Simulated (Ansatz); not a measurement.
Cartesian coordinates in Å:
```
C 0.9669 -1.2905 -1.1207
Ge -0.1051 0.1725 -0.4724
C -1.6278 -0.5247 0.5367
C 0.9912 1.3507 0.6383
H 2.0286 -1.1882 -1.3222
H 0.5450 -2.2645 -1.3471
H -0.6412 0.9878 -1.6773
H -1.2798 -1.0866 1.4052
H -2.2632 0.2922 0.8825
H -2.2290 -1.1880 -0.0873
H 1.8448 1.7259 0.0714
H 1.3644 0.8093 1.5093
H 0.4053 2.2041 0.9836
```

Charge 0, multiplicity 2.

(1) List the CAM-B3LYP/def2-TZVPP orbital energies in eV (Ansatz 0.2.0). (Estimate.)

Results:

(1) Computed: α occupied: -10851.49, -1355.73, -1206.68, -1206.67, -1206.67, -278.97, -278.33, -278.33, -170.56, -120.86, -120.85, -120.84, -34.46, -34.45, -34.44, -34.38, -34.37, -21.62, -20.65, -20.32, -15.50, -13.32, -13.10, -12.97, -12.56, -12.46, -10.50, -10.25, -9.75, -7.90. α empty: 1.98, 2.37, 2.71, 3.15, 3.70, 3.88, 3.97, 4.36. β occupied: -10851.49, -1355.72, -1206.68, -1206.67, -1206.67, -278.60, -278.32, -278.32, -170.56, -120.86, -120.85, -120.84, -34.46, -34.44, -34.44, -34.37, -34.37, -21.49, -20.65, -19.36, -15.39, -13.10, -13.06, -12.96, -12.56, -12.41, -10.14, -9.96, -9.72. β empty: -0.87, 2.04, 2.37, 2.91, 3.21, 3.71, 3.93, 4.00. ⟨S²⟩ = 0.754.
